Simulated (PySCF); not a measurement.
C2H6GeSi, SMILES C1=[CH][GeH2][SiH2]1.

The structure is a stationary point at B3LYP-D3(BJ)/def2-SVP. The structure was generated by enumeration, and PubChem lists no compound with its InChIKey, so it may never have been made.

Computed with PBE/def2-TZVP (PySCF).

Symmetry labels are those of the subgroup Cs that the program uses (full group Cs).

Computed valence orbital energies around the gap with their symmetry:
```csv
orbital,symmetry,energy (eV)
HOMO−7,A',-11.68
HOMO−6,A',-11.23
HOMO−5,A",-8.93
HOMO−4,A',-8.59
HOMO−3,A",-8.12
HOMO−2,A',-6.93
HOMO−1,A",-6.86
HOMO,A',-6.52
LUMO,A",-1.66
LUMO+1,A',-0.92
LUMO+2,A',-0.42
LUMO+3,A",0.02
```
